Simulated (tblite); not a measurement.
Species: C8H13NSi.
Geometry (GFN2-xTB, Å), atoms numbered from 1 in this order:
```
atom  x, y, z in Å
C1    -1.7628   -1.8417    0.6463
C2    -1.4645   -0.6719    0.0990
C3    -2.2018   -0.1591   -1.1024
C4    -0.3404    0.1619    0.6375
C5    -0.5311    1.6970    0.6828
Si6    1.2384    1.9843    0.0178
C7     0.9428    0.1047   -0.2394
C8     1.9712   -0.9176    0.2439
C9     3.1234   -0.9197   -0.6153
N10    4.0258   -0.9005   -1.3177
H11   -1.2496   -2.2115    1.5186
H12   -2.5370   -2.4769    0.2501
H13   -1.5253    0.3238   -1.8050
H14   -2.9503    0.5729   -0.7976
H15   -2.7171   -0.9705   -1.6102
H16   -0.0924   -0.1947    1.6409
H17   -0.7886    2.0684    1.6719
H18   -1.3068    2.0363    0.0013
H19    1.4009    2.8048   -1.1776
H20    2.2474    2.2838    1.0324
H21    0.6826   -0.1408   -1.2723
H22    2.2959   -0.6831    1.2621
H23    1.5348   -1.9229    0.2430
```

Method: GFN2-xTB as coded in tblite; computed harmonic values from a numerical Hessian at the method's own geometry, unscaled. Errors from tens to a few hundred cm⁻¹ against measured bands are possible. Modes of hydrogen on silicon can be 10 to 20 % off. One conformer, not necessarily the lowest.

Harmonic wavenumbers (cm⁻¹): 36.5, 48.8, 54.1, 108.7, 148.1, 168.6, 239.8, 273.7, 312.7, 349.1, 384.6, 433.6, 446.8, 488.9, 503.0, 523.1, 580.0, 620.1, 674.2, 722.6, 736.8, 758.0, 777.0, 851.4, 893.4, 915.7, 954.4, 995.8, 1002.4, 1029.1, 1038.0, 1052.1, 1083.0, 1101.2, 1120.0, 1159.5, 1186.4, 1240.3, 1278.2, 1293.4, 1303.0, 1323.4, 1401.8, 1429.7, 1435.1, 1468.6, 1487.2, 1493.7, 1712.9, 2278.5, 2302.4, 2409.4, 2928.5, 2945.2, 2949.8, 2956.2, 2994.3, 3009.8, 3023.9, 3027.7, 3043.1, 3098.2, 3120.1.

A = 1533, B = 782.5, C = 600.0 MHz; mass 151.082 u (most abundant isotopes); point group C1, symmetry number 1.

Problem. What is the zero-point energy?

Solution. Half the sum of the wavenumbers: 40363 cm⁻¹ = 482.85 kJ/mol.

Problem. Entropy at 200 K, 1 bar (ideal gas, RRHO, classical rotation)?

Solution. Translation 163.14, rotation 122.55, vibration 104.60: S = 390.3 J/(mol K).

Problem. And Cp and H(200 K) − H(0)?

Solution. Cp = 140.62 J/(mol K), of which vibrations give 107.36 (their classical limit is 63 R = 523.8); H(200 K) − H(0) = 17.53 kJ/mol without the zero-point energy, 10.87 from vibrations.

Problem. How do the functions run with temperature in this model?

Solution. 
```json
{"T (K)": "150", "S (J/(mol K))": "353.9", "Cp (J/(mol K))": "113.6", "H − H(0) (kJ/mol)": "11.17", "G − H(0) (kJ/mol)": "-41.92", "ln q(vib)": "4.40"}
{"T (K)": "250", "S (J/(mol K))": "424.6", "Cp (J/(mol K))": "168.4", "H − H(0) (kJ/mol)": "25.25", "G − H(0) (kJ/mol)": "-80.91", "ln q(vib)": "7.67"}
{"T (K)": "298.15", "S (J/(mol K))": "456.6", "Cp (J/(mol K))": "195.0", "H − H(0) (kJ/mol)": "34.00", "G − H(0) (kJ/mol)": "-102.13", "ln q(vib)": "9.24"}
{"T (K)": "400", "S (J/(mol K))": "521.4", "Cp (J/(mol K))": "247.5", "H − H(0) (kJ/mol)": "56.60", "G − H(0) (kJ/mol)": "-151.97", "ln q(vib)": "12.56"}
{"T (K)": "600", "S (J/(mol K))": "637.7", "Cp (J/(mol K))": "326.5", "H − H(0) (kJ/mol)": "114.51", "G − H(0) (kJ/mol)": "-268.13", "ln q(vib)": "18.99"}
{"T (K)": "900", "S (J/(mol K))": "785.7", "Cp (J/(mol K))": "402.1", "H − H(0) (kJ/mol)": "224.75", "G − H(0) (kJ/mol)": "-482.38", "ln q(vib)": "28.09"}
```

q(vib) and H(0) count from the zero-point level.

Problem. Blend soft modes into free rotors: weight 1/[1 + (100 cm⁻¹/ν̃)⁴] for the oscillator and the rest for a rotor with moment μB/(μ + B), μ = h/(8π²ν), B = 10⁻⁴⁴ kg m². What vibrational entropy results?

Solution. 93.11 J/(mol K) in place of 104.60, which changes −T·S at 200 K by +2.30 kJ/mol.

Problem. Which modes carry the vibrational entropy at 200 K?

Solution. 36.5 cm⁻¹: 19.46; 48.8 cm⁻¹: 17.06; 54.1 cm⁻¹: 16.21; 108.7 cm⁻¹: 10.57; 148.1 cm⁻¹: 8.17; 168.6 cm⁻¹: 7.20 J/(mol K); the other 57 give 25.94 together.

Hindered rotation and anharmonicity are outside this model. Other conformers, if any are populated, would add a mixing term that is left out. The structure is chiral; the term R ln 2 for an equal mix with its mirror image is left out.
